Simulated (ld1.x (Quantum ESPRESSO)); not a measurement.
**An all-electron radial function and its pseudo partner (arsenic)**

Columns: radius, all-electron u(r) and pseudo u(r) of the 4p shell (level -5.67 eV) of arsenic in the configuration [Ar] 3d10 4s1.5 4p3.5; LDA (PZ), scalar-relativistic, TM scheme, ld1.x (Quantum ESPRESSO) 7.5.

```tsv
r (bohr)	all-electron	pseudo
0.100	0.1755	0.0036
0.200	0.0367	0.0144
0.300	-0.1719	0.0324
0.400	-0.2792	0.0575
0.500	-0.2775	0.0895
0.600	-0.2041	0.1283
0.700	-0.0943	0.1735
0.800	0.0278	0.2243
0.900	0.1479	0.2799
1.000	0.2583	0.3386
1.100	0.3554	0.3984
1.200	0.4378	0.4570
1.300	0.5058	0.5118
1.400	0.5601	0.5604
1.500	0.6022	0.6009
1.600	0.6332	0.6321
1.700	0.6547	0.6542
1.800	0.6679	0.6678
1.900	0.6741	0.6741
2.000	0.6743	0.6743
2.100	0.6697	0.6697
2.200	0.6610	0.6610
2.300	0.6490	0.6490
2.400	0.6344	0.6344
2.500	0.6177	0.6177
2.600	0.5995	0.5995
```

Q: How many radial nodes do the two functions have?

A: The all-electron 4p function has n − l − 1 = 2; the pseudo-wave has 0, since the states of the same l below it are removed with the core.

Q: At about which radius was the pseudo-wave matched?

A: 2.00 bohr. The columns agree to 0.0005 from 1.70 bohr on; several derivatives are matched, so the curves merge somewhat inside the radius.

Q: Is the pseudo-wave norm-conserving?

A: Yes: the TM scheme keeps the norm inside the radius equal to the all-electron one, which fixes the energy derivative of the logarithmic derivative at the level.
